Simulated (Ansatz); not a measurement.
## What each rung costs, and what it gives

Saddle point of SiNH₄F₃, closed shell (SiHF₃ ([F][SiH]([F])[F]) + NH₃ → SiNH₃F₂ ([NH2][SiH]([F])[F]) + HF; bonds formed: F2–H6; dative contacts that become bonds: Si1–N7; bonds broken: Si1–F2, H6–N7), PBE0-D4/def2-TZVP structure:

Si1  (-0.660, 0.474, 0.006)
F2  (-0.759, -1.631, 0.089)
F3  (-1.265, 0.333, -1.448)
F4  (-0.299, 2.043, 0.037)
H5  (-1.504, 0.349, 1.193)
H6  (0.355, -1.300, 0.053)
N7  (1.011, -0.231, 0.027)
H8  (1.555, -0.027, -0.803)
H9  (1.566, -0.011, 0.846)
(Å)

Barriers are electronic and count from the start structure reached by relaxing down the imaginary mode.

Program: Ansatz 0.2.0. Basis: as named in each row. Cores are frozen in the correlated methods. B3LYP uses VWN-RPA correlation. Extrapolation: Hartree–Fock as exp(−7.88 √X), correlation as X^−2.97.

Times are rough, for one single point on 4 threads of a shared host (Arm Neoverse V2).

The estimate by CCSD(T) at an estimated basis limit (MP2 extrapolated from triple and quadruple zeta, plus CCSD(T) − MP2 in triple zeta) is 138.5 kJ/mol.

```json
{"method": "HF", "basis": "STO-3G", "time (s)": "under 1", "barrier (kJ/mol)": "128.7", "method less estimate": "-9.8"}
{"method": "PBE-D4", "basis": "STO-3G", "time (s)": "under 1", "barrier (kJ/mol)": "-4.6", "method less estimate": "-143.1"}
{"method": "SPW92", "basis": "def2-SVP", "time (s)": "under 1", "barrier (kJ/mol)": "88.0", "method less estimate": "-50.5"}
{"method": "B3LYP-D4", "basis": "6-31G", "time (s)": "under 1", "barrier (kJ/mol)": "115.4", "method less estimate": "-23.1"}
{"method": "PBE-D4", "basis": "def2-SVP", "time (s)": "under 1", "barrier (kJ/mol)": "103.7", "method less estimate": "-34.8"}
{"method": "PBE0-D4", "basis": "def2-SVP", "time (s)": "under 1", "barrier (kJ/mol)": "116.6", "method less estimate": "-21.9"}
{"method": "SPW92", "basis": "def2-TZVPP", "time (s)": "under 1", "barrier (kJ/mol)": "97.3", "method less estimate": "-41.2"}
{"method": "PBE-D4", "basis": "def2-TZVPP", "time (s)": "1", "barrier (kJ/mol)": "111.9", "method less estimate": "-26.6"}
{"method": "BLYP-D4", "basis": "def2-TZVPP", "time (s)": "2", "barrier (kJ/mol)": "120.6", "method less estimate": "-17.9"}
{"method": "B3LYP-D4", "basis": "def2-TZVPP", "time (s)": "2", "barrier (kJ/mol)": "129.6", "method less estimate": "-9.0"}
{"method": "BHLYP-D4", "basis": "def2-TZVPP", "time (s)": "2", "barrier (kJ/mol)": "144.3", "method less estimate": "5.8"}
{"method": "PBE0-D4", "basis": "def2-TZVPP", "time (s)": "2", "barrier (kJ/mol)": "124.5", "method less estimate": "-14.1"}
{"method": "CAM-B3LYP-D4", "basis": "def2-TZVPP", "time (s)": "2", "barrier (kJ/mol)": "130.5", "method less estimate": "-8.1"}
{"method": "r2SCAN-D4", "basis": "def2-TZVPP", "time (s)": "3", "barrier (kJ/mol)": "126.7", "method less estimate": "-11.8"}
{"method": "wB97M-V", "basis": "def2-SVP", "time (s)": "3", "barrier (kJ/mol)": "123.8", "method less estimate": "-14.7"}
{"method": "r2SCAN0-D4", "basis": "def2-TZVPP", "time (s)": "3", "barrier (kJ/mol)": "133.8", "method less estimate": "-4.7"}
{"method": "CCSD(T)", "basis": "def2-SVP", "time (s)": "4", "barrier (kJ/mol)": "138.0", "method less estimate": "-0.5"}
{"method": "RPA on PBE", "basis": "def2-TZVPP", "time (s)": "4", "barrier (kJ/mol)": "136.5", "method less estimate": "-2.1"}
{"method": "B2PLYP", "basis": "def2-TZVPP", "time (s)": "4", "barrier (kJ/mol)": "133.3", "method less estimate": "-5.2"}
{"method": "PBE-QIDH", "basis": "def2-TZVPP", "time (s)": "4", "barrier (kJ/mol)": "133.7", "method less estimate": "-4.8"}
{"method": "wB97X-V", "basis": "def2-TZVPP", "time (s)": "6", "barrier (kJ/mol)": "132.6", "method less estimate": "-5.9"}
{"method": "B97M-V", "basis": "def2-TZVPP", "time (s)": "6", "barrier (kJ/mol)": "144.0", "method less estimate": "5.5"}
{"method": "wB97M-V", "basis": "def2-TZVPP", "time (s)": "6", "barrier (kJ/mol)": "132.3", "method less estimate": "-6.3"}
{"method": "MP2", "basis": "def2-QZVPP", "time (s)": "14", "barrier (kJ/mol)": "134.7", "method less estimate": "-3.8"}
{"method": "CCSD(T)", "basis": "def2-TZVPP", "time (s)": "110", "barrier (kJ/mol)": "138.1", "method less estimate": "-0.4"}
```

All methods are single points on the PBE0-D4 structures; a negative value means that the method puts the saddle structure below the start.

The T1 diagnostic stays at or below 0.012.

The step is the kind of exchange with an N–H group that builds nitride films in atomic layer and chemical vapour deposition.

Labels in which every atom is bracketed show which atoms are joined, not bond orders.
